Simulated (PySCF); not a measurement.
## He+ (helium, charge +1) across methods

2p1, 2P determinant (an excited configuration). Computed with PySCF 2.14 in dyall-acv3z (10s3p2d, 29 functions), with no relativity, point nucleus.

| method | E (hartree) | mean ε 2p α (eV) | Σ⟨r²⟩ (bohr²) | ⟨S²⟩ |
| --- | --- | --- | --- | --- |
| revPBE | -0.5142 | -9.699 | 5.151 | 0.750 |
| r2SCAN | -0.5007 | -9.719 | 5.174 | 0.750 |
| UHF | -0.47960 | -13.051 | 5.187 | 0.750 |
| PBE0 | -0.5025 | -10.517 | 5.172 | 0.750 |
| PBE | -0.5079 | -9.577 | 5.162 | 0.750 |
| LDA | -0.4866 | -9.087 | 5.223 | 0.750 |
| r2SCAN0 | -0.4954 | -10.553 | 5.178 | 0.750 |
| PW91 | -0.5075 | -9.598 | 5.161 | 0.750 |

(1) Estimate the same row for wB97X.

For one electron the Hartree and exchange-correlation energies should cancel; what remains is the self-interaction error. The outer electron is Rydberg-like, and this basis confines it to a smaller radius and binds it less than a complete one would.

## Answers

(1) E (hartree) = -0.5047; mean ε 2p α (eV) = -12.913; Σ⟨r²⟩ (bohr²) = 5.123; ⟨S²⟩ = 0.750.
